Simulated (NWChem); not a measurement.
System: BH₃S; SMILES SB

```xyz
5

B      0.0078    -1.2040     0.0000
H      1.0698    -1.7727     0.0000
H     -1.0441    -1.7896     0.0000
S      0.0836     0.5634     0.0000
H     -1.2407     0.8368     0.0000
```
Atoms are numbered in this order, from 1.

Computed with NWChem. Pople sets run with spherical d functions. Coordinates come from a PBE0/def2-SVP optimisation. Hartree-Fock couplings suffer from near triplet instabilities. B3LYP is NWChem's, with the RPA form of VWN correlation. Isotropic indirect couplings, all four terms, static geometry, non-relativistic.

For level Hartree-Fock/pcJ-1:

```
Quantity                       Value
-----------------------------  -----
J(11B atom 1, 1H atom 2) (Hz)  168.7
J(11B atom 1, 1H atom 3) (Hz)  175.0
J(1H atom 2, 1H atom 3) (Hz)    -1.8
```

Question: What are these values for level B3LYP/6-31G**?

Answer: 
* **J(11B atom 1, 1H atom 2) (Hz)**: 163.8
* **J(11B atom 1, 1H atom 3) (Hz)**: 170.8
* **J(1H atom 2, 1H atom 3) (Hz)**: 2.5
